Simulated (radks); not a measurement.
Question: The mean radii <r> (bohr) of the occupied orbitals of an atom or ion are listed with their occupations. All-electron calculation, scalar-relativistic Kohn-Sham, PBE, spin-unpolarised, spherical densities, point nucleus. Program: a radial shooting solver on a logarithmic mesh with Libxc functionals.

orbital  occ.      <r>
1s          2  0.02611
2s          2   0.1121
2p          6  0.09821
3s          2   0.2990
3p          6   0.2970
3d         10   0.2735
4s          2   0.6944
4p          6   0.7388
4d         10   0.8337
5s          2    1.672
5p          4    1.916

Name the element and its charge.

Answer: Z = 55, caesium, charge +3: Cs3+ in [Kr] 4d10 5s2 5p4. The 1s radius gives Z: for a bare nucleus <r> = (2 gamma + 1)/(2Z) with gamma = sqrt(1 - (Z/c)^2), 0.02574 bohr for Z = 55, and screening makes it slightly larger (0.02611 here). The occupations add up to 52, and the charge is Z minus that.
